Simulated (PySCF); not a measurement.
## C5H12OSi2: core ionisation energies

Compound: C₅H₁₂OSi₂.
Z-matrix (Å and degrees, PBE0-D3(BJ)/def2-SVP geometry), rows numbered from 1:
```
C 
C   1  1.3403
C   2  1.5019  1  122.97
Si  2  1.8698  1  118.37  3   178.98
C   4  1.8996  2  113.81  1  -109.54
C   5  1.5451  4  107.14  2   144.27
Si  6  1.8953  5  106.52  4   -33.50
O   7  1.6806  6  100.29  5    27.95
H   1  1.0973  2  121.53  3    -0.02
H   1  1.0946  2  121.40  3   179.57
H   3  1.1032  2  111.24  1  -121.15
H   3  1.1010  2  111.77  1    -0.37
H   3  1.1035  2  111.41  1   120.40
H   4  1.4970  2  110.27  1   123.52
H   5  1.1019  4  113.82  2   -91.05
H   5  1.1042  4  106.79  2    26.23
H   6  1.1040  5  110.19  4    82.80
H   6  1.1020  5  112.51  4  -158.59
H   7  1.4919  6  113.93  5   146.02
H   7  1.4950  6  113.16  5   -89.14
```

Computed with delta-SCF UKS SCAN, pcX-2 on the ionised atom, pcseg-1 elsewhere, spin-free X2C in PySCF 2.14.0. Vertical ΔSCF values, vacuum level as zero.

Problem. What binding energy does each computed site have?

Solution. 
```
atom(s)                      environment     level  binding energy (eV)  2p1/2 (eV)  above the level's lowest (eV)  count
     C1             terminal =CH2 carbon      C 1s               289.88           –                           0.00      1
     C2  fully substituted alkene carbon      C 1s               289.95           –                          +0.07      1
     C3                   allylic carbon      C 1s               290.77           –                          +0.89      1
    Si4             oxygen-bound silicon  Si 2p3/2               106.67      107.29                           0.00      1
    Si4             oxygen-bound silicon     Si 1s              1846.56           –                           0.00      1
     C5      sp3 carbon bound to silicon      C 1s               290.06           –                          +0.18      1
     C6      sp3 carbon bound to silicon      C 1s               290.18           –                          +0.30      1
    Si7             oxygen-bound silicon  Si 2p3/2               107.00      107.63                          +0.33      1
    Si7             oxygen-bound silicon     Si 1s              1846.89           –                          +0.33      1
     O8                  siloxane oxygen      O 1s               537.32           –                           0.00      1
```

The listed C 1s values span 0.89 eV, from C1 (bonded to C (double bond) and 2 H) to C3 (bonded to C and 3 H). The widest gap between neighbouring values is 0.59 eV, between 290.18 and 290.77 eV.

Lowest listed Si 1s: Si4, bonded to O, 2 C and H. Highest, 0.33 eV above it: Si7, bonded to O, C and 2 H. Summing the Pauling electronegativity differences to the bonded atoms, each weighted by its formal bond order, gives +3.14 for the lowest site and +2.79 for the highest; the largest sum, +3.14, belongs to Si4, 0.33 eV below the top. The smallest sum, +2.79, belongs to Si7, 0.33 eV above the lowest.

Lowest listed Si 2p3/2: Si4, bonded to O, 2 C and H. Highest, 0.33 eV above it: Si7, bonded to O, C and 2 H. Summing the Pauling electronegativity differences to the bonded atoms, each weighted by its formal bond order, gives +3.14 for the lowest site and +2.79 for the highest; the largest sum, +3.14, belongs to Si4, 0.33 eV below the top. The smallest sum, +2.79, belongs to Si7, 0.33 eV above the lowest.

Problem. Which effective nuclear charge Zeff reproduces each element's mean 1s value in the hydrogen-like formula E = 13.606 eV × Zeff²?

Solution. C (Z = 6): mean 290.2 eV, Zeff = 4.62, Z − Zeff = 1.38; O (Z = 8): mean 537.3 eV, Zeff = 6.28, Z − Zeff = 1.72; Si (Z = 14): mean 1846.7 eV, Zeff = 11.65, Z − Zeff = 2.35. Means run over the listed sites, weighted by atom count.

Spin–orbit coupling isn't in the SCF: each 2p doublet comes from a relaxed spin-free hole plus a matrix of the shell (mean-field spin–orbit coupling and the ground-state 2p splitting), with 2p3/2 averaged over its two sublevels. 2p1/2 minus 2p3/2 (ligand field included): Si 0.63 eV. One conformer (not necessarily the lowest) at the PBE0-D3(BJ)/def2-SVP geometry, without solvent, vibrations or thermal averaging.
